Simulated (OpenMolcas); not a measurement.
Ni2+ in a point-charge field

Ni2+ among 6 point charges of -1.76 e arranged as a trigonal antiprism (D3d), 1.96 Å from the ion, with a polar angle of 63.0° against the regular 54.74°.
```
   0.0000    1.7455    0.8915  -1.76
  -1.5117   -0.8728    0.8915  -1.76
   1.5117   -0.8728    0.8915  -1.76
   0.0000   -1.7455   -0.8915  -1.76
   1.5117    0.8728   -0.8915  -1.76
  -1.5117    0.8728   -0.8915  -1.76
```

```yaml
Program: OpenMolcas
Method: CASSCF
Basis: ANO-RCC-VDZP [5s4p2d1f]
Scalar_Hamiltonian: DKH2, point nucleus
Active_space: 8 electrons in 5 orbitals (3d)
State_averaging: 2S+1 = 3 even, 10 roots; 2S+1 = 1 even, 15 roots
Spin-orbit_coupling: state interaction with AMFI integrals over the reference wave functions
```

The lowest spin-free states (labels of D3, the rotations of D3d), above the lowest:

| State | Degeneracy | E (cm-1) | Free-ion L (%) |
| --- | --- | --- | --- |
| 3A2 | 1 | 0.0 | F (96) |
| 3A1 | 1 | 2809 | F (100) |
| 3E | 2 | 6337 | F (95) |
| 3A2 | 1 | 7685 | F (93) |
| 3E | 2 | 9417 | F (98) |
| 1E | 2 | 18140 | D (67) |
| 1A1 | 1 | 18713 | D (88) |
| 3A2 | 1 | 20675 | P (89) |
| 1E | 2 | 22940 | G (67) |
| 1E | 2 | 24100 | D (87) |
| 1A1 | 1 | 28234 | G (99) |
| 1A2 | 1 | 28403 | G (100) |
| 3E | 2 | 30495 | P (93) |
| 1E | 2 | 33895 | G (94) |
| 1E | 2 | 37472 | G (93) |
| 1A1 | 1 | 41367 | G (90) |
| 1A1 | 1 | 68156 | S (97) |

The lowest levels with spin-orbit coupling:

```tsv
E (cm-1)	Degeneracy	Label	2S+1	g
0.0	2	E	3	0.00 0.00 6.44
168.4	1	A1	3	
3044	1	A2	3	
3178	2	E	3	0.00 0.00 2.56
6184	2	E	3	0.00 0.00 5.61
6363	2	E	3	0.00 0.00 1.55
6572	1	A1	3	
6870	1	A2	3	
7935	1	A1	3	
8112	2	E	3	0.00 0.00 2.55
9173	1	A2	3	
9434	1	A1	3	
9929	2	E	3	0.00 0.00 3.24
10417	2	E	3	0.00 0.00 0.24
18363	2	E	1	0.00 0.00 3.44
18936	1	A1	1	
21047	2	E	3	0.00 0.00 4.26
21121	1	A1	3	
23311	2	E	1	0.00 0.00 4.35
24349	2	E	1	0.00 0.00 2.15
```

Powder χT (cm3 K/mol): 1.31 at 2 K, 1.35 at 10 K, 1.56 at 50 K, 1.72 at 100 K, 1.82 at 200 K, 1.86 at 300 K. The effective moment at 300 K is 2.828 √(χT) = 3.86 μB.

The lowest level has 2S+1 = 3, for which the spin-only value is χT = S(S+1) / 2 = 1.000 cm3 K/mol (g = 2). The computed 1.864 at 300 K differs by +0.864, through orbital momentum, spin-orbit coupling and any other state in reach.

Without dynamic correlation the repulsion within the d shell is too large (B by tens of per cent), so at a given field states of lower spin stand too high. Point charges carry no covalency, so the field is a model and not that of real ligands. No measured value stands beside these numbers.

With an even number of electrons the g values are those of a degenerate or nearly degenerate non-Kramers pair.
